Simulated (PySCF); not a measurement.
**Successive ionisation energies of titanium**

Calculated with PySCF 2.14, two-component X2C-1e (Gaussian nucleus, no Breit or QED terms), each ion in its own even-tempered basis; GMP2 freezes the deep shells of the larger ions and drops the highest virtual spinors; eV.

| ion | configuration | GHF (spin-free) | NIST | kind |
| --- | --- | --- | --- | --- |
| Ti⁴⁺ | [Ar] | 98.256 | 99.299 ± 0.012 | measured |
| Ti⁵⁺ | [Ne] 3s2 3p5 | 118.07 | 119.53 | semi-empirical |
| Ti⁶⁺ | [Ne] 3s2 3p4 | 138.81 | 140.68 ± 0.18 | semi-empirical |
| Ti⁷⁺ | [Ne] 3s2 3p3 | 168.53 | 170.5 ± 0.4 | semi-empirical |
| Ti⁸⁺ | [Ne] 3s2 3p2 | 191.21 | 192.1 ± 0.4 | semi-empirical |
| Ti⁹⁺ | [Ne] 3s2 3p1 | 215.26 | 215.92 ± 0.12 | measured |
| Ti¹⁰⁺ | [Ne] 3s2 | 262.67 | 265.07 ± 0.06 | semi-empirical |
| Ti¹¹⁺ | [Ne] 3s1 | 290.92 | 291.50 | semi-empirical |
| Ti¹²⁺ | [Ne] | 788.21 | 787.67 | measured |
| Ti¹³⁺ | [He] 2s2 2p5 | 863.00 | 864 ± 1.2 | semi-empirical |
| Ti¹⁴⁺ | [He] 2s2 2p4 | 940.32 | 944.5 ± 1.6 | semi-empirical |
| Ti¹⁵⁺ | [He] 2s2 2p3 | 1047.7 | 1042.5 ± 0.8 | semi-empirical |

Q: Where is the largest relative jump?

A: From Ti¹¹⁺ to Ti¹²⁺: 290.92 to 788.21 eV, where the electron removed from [Ne] comes from a deeper shell or subshell.
